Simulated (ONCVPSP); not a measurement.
Which setting gave this result? (tellurium (Te), ONCV)

Base potential:

ONCVPSP 4.0.1 input, shortened (lines: element, Z, core and valence counts, functional; n l f; lmax; l rc ep ncon nbas qcut; lloc lpopt rc5 dvloc0; l nproj debl; icmod fcfact rcfact), PBE, scalar-relativistic:

```
  Te 52.00    9    2        4      upf
    1    0    2.00
    2    0    2.00
    2    1    6.00
    3    0    2.00
    3    1    6.00
    3    2   10.00
    4    0    2.00
    4    1    6.00
    4    2   10.00
    5    0    2.00
    5    1    3.00
    1
    0    1.90    0.00    4    7    3.40
    1    2.10    0.00    4    8    3.10
    4    5    1.65    0.00
    0    1    3.50
    1    3    0.80
    0    0.00    0.00
```

Cutoffs, loose and tight: the cutoffs (Ha) at which the residual kinetic energy of the hardest occupied pseudo-wave falls to 1 and 0.1 mHa per electron. They do not see the model core or the augmentation charge, which bear on the density cutoff. Test errors are all-electron minus pseudo excitation energies from the reference, over the configurations 5s2 5p4; 5s2 5p2; 5s2 5p1; 5s2 5p0; variants that change the core or the reference have their own tests.

Only the scale of all radii (base = 1) is moved:

```csv
scale of all radii (base = 1),"cutoff, loose","cutoff, tight",bound ghosts,largest test error (meV)
0.79,49 Ha,73 Ha,"s, p",-32
0.98,19 Ha,43 Ha,"s, p",-13 over the solved tests; 2 of 4 tests not solved or not reliable
1.06,19 Ha,38 Ha,"p, s",4 of 4 tests not solved or not reliable
1.11,14 Ha,33 Ha,s,+178
1.23,7.7 Ha,25 Ha,none,-40
1.29,5.9 Ha,18 Ha,none,-64
```

Task: One more run gave cutoff, loose: 13 Ha; cutoff, tight: 45 Ha; bound ghosts: s, p; largest test error (meV): -35 over the solved tests; 1 of 4 tests not solved or not reliable. Which value of the scale of all radii (base = 1) was used?

Result: 0.9. The tight cutoff moves one way along this sweep, from 73 Ha at 0.79 to 18 Ha at 1.29, which places the run between 0.79 and 0.98.
